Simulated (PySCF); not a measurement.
Stepwise substitution at one centre (Ga F-NH2). Isolated molecules, 0 K electronic values unless said otherwise. One relaxed conformer stands for each flexible species; it need not be the lowest. Strings in code marks are SMILES.

The HOMO from two functionals at the same geometries (PBE0-D4/def2-TZVP), both in PySCF: PBE-D3(BJ)/def2-TZVP and B3LYP-D3(BJ)/def2-TZVP. B3LYP has the VWN-RPA correlation part, as in Gaussian. 

| species | PBE-D3(BJ)/def2-TZVP (eV) |
|---|---|
| 0 of 3 F replaced by NH2 (`[F][Ga]([F])[F]`) | -9.66 |
| 1 of 3 F replaced by NH2 (`[NH2][Ga]([F])[F]`) | -6.85 |
| 2 of 3 F replaced by NH2 (`[F][Ga]([NH2])[NH2]`) | -5.86 |
| 3 of 3 F replaced by NH2 (`[NH2][Ga]([NH2])[NH2]`) | -5.27 |

**Question.** What does B3LYP-D3(BJ)/def2-TZVP give for each?

**Answer.** 
- 0 of 3 F replaced by NH2 (`[F][Ga]([F])[F]`): -11.47
- 1 of 3 F replaced by NH2 (`[NH2][Ga]([F])[F]`): -8.09
- 2 of 3 F replaced by NH2 (`[F][Ga]([NH2])[NH2]`): -7.07
- 3 of 3 F replaced by NH2 (`[NH2][Ga]([NH2])[NH2]`): -6.47
Over these rows, drawn at random from the members with no instability flagged (it was tested for open shells, ions and some series alone), PBE minus B3LYP-D3(BJ): mean +1.36 eV, from +1.19 eV to +1.81 eV.
